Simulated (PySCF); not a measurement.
Start geometry of `NC=[Se]` from GFN2-xTB (Å):
```
atom  x, y, z in Å
N1    -0.721   -0.056   -0.040
C2     0.564    0.171    0.053
Se3    1.778   -1.089   -0.130
H4    -1.382    0.711    0.060
H5    -1.074   -0.972   -0.242
H6     0.859    1.205    0.255
```

**Question.** What comes out of this run: PBE0-D3(BJ)/def2-SVP geometry optimisation, gas phase (PySCF 2.14.0)?

**Answer.** 
```
atom  x, y, z in Å
N1    -0.3787   -0.0463   -0.0327
C2     0.9367    0.1468    0.0606
Se3    2.1985   -1.0834   -0.1876
H4    -1.0410    0.7004    0.1359
H5    -0.7296   -0.9722   -0.2544
H6     1.2054    1.1831    0.3143
```

The energy falls by 0.053 eV over 6 energy and gradient evaluations, the largest force component goes from 0.0296 to 3.9e-04 Eh/bohr, and the atoms move by 0.030 Å rms after alignment. The bond that changes most is N1–C2 (ends: nitrogen bonded to C and 2 H; carbon bonded to N, Se and H), which lengthens by 0.024 Å. Bonds longer at the end by more than 0.005 Å: 4 of 5; shorter: 1. Among the angles that change most is N1–C2–H6, from 116.2° to 113.2°. Rotational constants go from 57578, 4254, 3962 to 59739, 4044, 3788 MHz. The orientation of the end geometry is arbitrary; only internal coordinates are fixed.

The run used 75 basis functions and 39 SCF cycles in all.

PBE0-D3(BJ)/def2-SVP frequencies: not computed here.
